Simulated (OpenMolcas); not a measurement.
An atom or ion with 24 electrons was computed by MS-CASPT2, IPEA 0.25 Eh, imaginary shift 0.1 Eh with spin-orbit coupling (OpenMolcas, ANO-RCC-VQZP, DKH2). The lowest levels that the run gave, each within 12 % of the measured value where one is at hand:

| J | Parity | E (cm⁻¹) | g |
| --- | --- | --- | --- |
| 4 | even | 0.0 | 1.501 |
| 3 | even | 435 | 1.501 |
| 2 | even | 739 | 1.501 |
| 1 | even | 935 | 1.501 |
| 0 | even | 1032 |  |
| 2 | even | 18920 | 1.500 |
| 6 | even | 19830 | 1.167 |
| 5 | even | 20040 | 1.036 |
| 1 | even | 20190 | 1.500 |
| 4 | even | 20200 | 0.809 |
| 0 | even | 20720 |  |
| 4 | even | 21170 | 1.238 |

Question: Which ion is it, and what are the configurations and terms?

Answer: Fe2+ (Z = 26, charge +2; active space 6 electrons in 5 orbitals (3d)). J, parity and g give the terms where levels are pure, and mixed ones are named by the computed weights; the size of the splittings, set against known spectra of the 24-electron sequence, gives the charge. In order, with the measured energies in cm⁻¹ (Corliss and Sugar, J. Phys. Chem. Ref. Data 11, 135 (1982)): 3d⁶ ⁵D₄, 3d⁶ ⁵D₃ (436), 3d⁶ ⁵D₂ (739), 3d⁶ ⁵D₁ (932), 3d⁶ ⁵D₀ (1027), 3d⁶ ³P₂(1) (19405), 3d⁶ ³H₆ (20051), 3d⁶ ³H₅ (20301), 3d⁶ ³P₁(1) (20688), 3d⁶ ³H₄ (20482), 3d⁶ ³P₀(1) (21208), 3d⁶ ³F₄(1) (21462).

CASPT2 does not keep the components of a term degenerate, so their means are used; among the terms shown or strongly mixed into the levels shown the widest spread is 280 cm-1 (3d⁶ ³H). Computed and measured levels are paired by configuration, term and J; levels that our copy of the source lacks, or whose pairing is in doubt (as where it misses far off the trend of its configuration), stay unpaired and out of the deviations. Only configurations of the active space appear.

A number in round brackets counts repeated terms of one configuration in the order of the reference energies.
